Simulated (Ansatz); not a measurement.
Input file for Ansatz (a program for electronic structure): R-CCSD(T)/cc-pV(T+d)Z on ClH3Si (SMILES [SiH3]Cl). The basis file is the Basis Set Exchange's JSON of that set.

Ansatz 0.2 input:
```yaml
crystal:
  periodic: [false, false, false]
  atoms:
    - {symbol: Si, position_ang: [-0.13240135, -0.00591514, -0.00478411]}
    - {symbol: Cl, position_ang: [1.93063669, 0.08593684, 0.06944749]}
    - {symbol: H, position_ang: [-0.51992185, -1.00877482, -1.01568257]}
    - {symbol: H, position_ang: [-0.64687220, 1.32630470, -0.37670723]}
    - {symbol: H, position_ang: [-0.63144129, -0.39765158, 1.32762641]}
basis:
  gaussian:
    orbitals: cc-pV_T+d_Z.json
magnetization: {spin_polarized: false}
correlation: {method: ccsd_t, electrons: outside_noble_gas}
scf: {lower_state_search: off}
```

Problem. What total energy does the run end on?

Solution. -750.6326 hartree (reference determinant -750.2623, T1 diagnostic 0.009).
